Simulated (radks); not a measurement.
Results of a calculation; reference values are marked as such.
Question: Au12+, 67 electrons, occupied as [Kr] 4d10 4f14 5s2 5p5. Level of theory: scalar-relativistic Kohn-Sham, PBE, spin-polarised, spherical densities, finite nucleus; open shells are filled with parallel spins first (spin-orbit coupling, left out, can overturn this in heavy ions); Fermi nuclear charge, rms radius 5.4371 fm (a radial shooting solver on a logarithmic mesh with Libxc functionals). Some entries of the table are withheld. Estimate them.

orbital,occ.,eigenvalue (eV),<1/r> (bohr^-1)
1s up,1,-80970.71,95.70
1s down,1,-80970.54,95.70
2s up,1,-14475.87,22.45
2s down,1,-14475.79,22.45
2p up,3,-12549.83,19.97
2p down,3,-12549.69,19.97
3s up,1,-3588.230,8.324
3s down,1,-3588.130,8.324
3p up,3,-3029.200,7.595
3p down,3,-3029.085,7.595
3d up,5,-2431.378,7.149
3d down,5,-2431.263,7.149
4s up,1,-952.8390,3.570
4s down,1,-952.6460,3.570
4p up,3,-769.2035,3.226
4p down,3,-768.9982,3.227
4d up,5,-548.4182,(1)
4d down,5,-548.1686,(2)
5s up,1,-319.5392,1.545
5s down,1,-318.1211,1.547
4f up,7,(3),(4)
4f down,7,(5),(6)
5p up,3,-265.2190,1.372
5p down,2,-263.7331,1.372

Answer: 
(1) 4d up <1/r> (bohr^-1): 2.896
(2) 4d down <1/r> (bohr^-1): 2.897
(3) 4f up eigenvalue (eV): -302.6740
(4) 4f up <1/r> (bohr^-1): 2.495
(5) 4f down eigenvalue (eV): -302.3166
(6) 4f down <1/r> (bohr^-1): 2.498
